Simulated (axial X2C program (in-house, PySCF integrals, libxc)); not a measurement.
Potential curves of ZrI, with spin–orbit coupling

Calculated with an in-house relativistic program for diatomic molecules. Two-component (2c) means X2C with spin–orbit coupling and atomic mean-field two-electron Coulomb and Gaunt terms. Basis: I dyall-cv3z [11s12p8d4f1g], Zr dyall-cv3z [11s12p9d6f3g] (cores contracted in-house); Gaussian nuclei, density fitting, unrestricted open shells. Masses: I 126.904 u, Zr 89.905 u.

State: Ω = 3/2 (⟨Sz⟩ = -1.50, ⟨Lz⟩ = 3.00 at HF). Energies in eV from the fragments at the same level (I + Zr). Fits are polynomials in 1 − R0/R over 0.85 to 1.23 times the lowest point R0.

| R (Å) | CCSD(T) |
| --- | --- |
| 2.4870 | -2.5839 |
| 2.5690 | -2.8261 |
| 2.6510 | -2.9582 |
| 2.7330 | -3.0071 |
| 2.8287 | -2.9859 |
| 2.9243 | -2.9043 |
| 3.0473 | -2.7398 |

Correlated methods: 19 electrons correlated (number of frozen shells: I 4 s, 3 p, 2 d; Zr 3 s, 2 p, 1 d), 357 virtual spin orbitals or spinors in MP2, 140 natural virtuals in coupled cluster.

Occupations by symmetry block were frozen at the best pattern of an incomplete PBE0 search. Dissociation energies refer to the lowest single-determinant-based atoms at the same level and basis. Coupled cluster ran in a truncated set of natural virtual spinors; the MP2 energy of the rest was added. (T) has no such correction and the atoms are truncated less, which lowers De at CCSD(T) by a hundredth of an eV or more. With several unpaired electrons one determinant need not be a pure state. The lowest spin-free determinant has another configuration (M_S = 3/2, Λ = 0), so the order of states is uncertain and this need not be the ground state. Coupled cluster ran on the points near the minimum only. MP2 and coupled cluster on one determinant become unreliable at the stretched end.

Problem. Fit the CCSD(T) curve near its minimum: give the equilibrium distance, the harmonic wavenumber and the well depth.

Solution. At CCSD(T), 2c: Re = 2.753 Å, ωe ≈ 211 cm⁻¹, De = 3.01 eV to I + Zr; Be follows as 0.0423 cm⁻¹.
